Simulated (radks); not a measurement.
The numbers below are computed, except where a source is named.
Question: These are the eigenvalues of the occupied orbitals of an atom or ion with whole-number occupations (hartree). Code: a radial shooting solver on a logarithmic mesh with Libxc functionals. Model: non-relativistic Kohn-Sham, exchange-only LDA, spin-polarised, spherical densities, point nucleus.

orbital  eigenvalue
1s up     -66.47094
1s down   -66.46318
2s up      -6.33728
2s down    -6.32502
2p up      -4.77993
2p down    -4.76697
3s up      -1.45501

Which element is it, and in what charge state? The configuration may be excited. Open shells, if any, are filled with parallel spins first.

Answer: Z = 14, silicon, charge +3: Si3+ in [Ne] 3s1. The list shows which subshells hold electrons but not how many an open one holds; the 1s level, -66.471 hartree, gives Z - s = 11.5 by -(Z - s)^2/2, which with screening narrows Z to a few neighbours, and the depths of the outer levels then fix element, charge and occupations together.
